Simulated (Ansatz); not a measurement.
Start from `[OH][GeH]([OH])[SiH3]` and change one atom or group to get `[OH][GeH2][SiH3]`.

Ansatz, PBE0-D4/def2-TZVP geometries, multiplicity 1. Each molecule was computed in one conformer, which needn't be the lowest.

Scalar relativity is left out up to krypton.

```tsv
property	`[OH][GeH]([OH])[SiH3]`
LUMO energy (PBE0/def2-TZVPP) / eV	-0.37
HOMO–LUMO gap (B3LYP/def2-TZVPP) / eV	7.11
LUMO energy (ωB97M-V/def2-TZVPP) / eV	1.32
HOMO–LUMO gap (PBE/def2-TZVPP) / eV	5.44
HOMO–LUMO gap (PBE0/def2-TZVPP) / eV	7.56
HOMO–LUMO gap (ωB97M-V/def2-TZVPP) / eV	11.35
```

Question: What does the change do to each property? (An estimate is asked.)

Answer: The calculation gave: 
| property | `[OH][GeH2][SiH3]` | shift |
| --- | --- | --- |
| LUMO energy (PBE0/def2-TZVPP) / eV | -0.39 | -0.02 |
| HOMO–LUMO gap (B3LYP/def2-TZVPP) / eV | 6.95 | -0.16 |
| LUMO energy (ωB97M-V/def2-TZVPP) / eV | 1.36 | 0.04 |
| HOMO–LUMO gap (PBE/def2-TZVPP) / eV | 5.23 | -0.21 |
| HOMO–LUMO gap (PBE0/def2-TZVPP) / eV | 7.40 | -0.16 |
| HOMO–LUMO gap (ωB97M-V/def2-TZVPP) / eV | 11.26 | -0.09 |

The zero-point energy changes by -16.1 kJ/mol with -3 modes.

B3LYP here is the variant with VWN-RPA as its local correlation; programs differ in this.
